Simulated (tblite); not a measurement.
Start geometry of `C(/C=C/C(C#N)=C\[SiH3])C=C` from a force field or distance geometry (Å):
```
atom  x, y, z in Å
C1     3.605   -0.657   -0.460
C2     2.961    0.516   -0.325
C3     1.893    0.598    0.684
C4     0.558    0.978    0.106
C5    -0.500    0.180    0.230
C6    -1.742    0.630   -0.363
C7    -1.828    1.911   -1.050
N8    -1.915    2.939   -1.604
C9    -2.798   -0.128   -0.271
Si10  -2.857   -1.756    0.561
H11    3.337   -1.540    0.130
H12    4.407   -0.782   -1.184
H13    3.232    1.380   -0.903
H14    2.191    1.404    1.409
H15    1.739   -0.351    1.198
H16    0.496    1.934   -0.388
H17   -0.356   -0.750    0.749
H18   -3.717    0.234   -0.719
H19   -4.173   -1.991    1.211
H20   -2.751   -2.757   -0.535
H21   -1.792   -1.976    1.524
```

Question: What comes out of this run: GFN2-xTB geometry optimisation, gas phase (tblite)?

Answer: 
```
atom  x, y, z in Å
C1     3.681   -0.614   -0.633
C2     2.986    0.474   -0.363
C3     1.969    0.573    0.737
C4     0.645    0.976    0.176
C5    -0.452    0.221    0.229
C6    -1.734    0.612   -0.326
C7    -1.799    1.860   -1.000
N8    -1.886    2.862   -1.551
C9    -2.859   -0.127   -0.245
Si10  -3.027   -1.802    0.596
H11    3.563   -1.520   -0.061
H12    4.401   -0.646   -1.432
H13    3.114    1.372   -0.952
H14    2.298    1.341    1.446
H15    1.889   -0.379    1.265
H16    0.616    1.940   -0.318
H17   -0.433   -0.745    0.715
H18   -3.748    0.290   -0.704
H19   -4.420   -2.222    0.455
H20   -2.136   -2.771   -0.049
H21   -2.675   -1.677    2.014
```

The energy falls by 12.5 kcal/mol over 127 L-BFGS steps, the largest force on an atom goes from 2.96 to 0.010 eV/Å, and the atoms move by 0.365 Å rms after alignment. The bond that changes most is C9–Si10 (alkene CH carbon to SiH3 silicon), which lengthens by 0.054 Å. Bonds longer at the end by more than 0.005 Å: 6 of 20; shorter: 9. Among the angles that change most is C6–C5–H17, from 125.6° to 115.3°. Among the dihedrals that turn most is H18–C9–Si10–H21, from -159° to -120°. Rotational constants go from 1360, 594.8, 436.4 to 1386, 558.2, 422.4 MHz. The orientation of the end geometry is arbitrary; only internal coordinates are fixed.

Hardware: one thread of an Arm Neoverse V2, no GPU, shared host. Cost: 0.99 s.

Its GFN2-xTB frequencies are all real (lowest 23 cm⁻¹). The numbers are those of one conformer. 3 starts were optimised and ended at 0.00, 0.15 and 0.16 kcal/mol (GFN2-xTB); the lowest of these is shown.

The numbers are calculated, not measured.
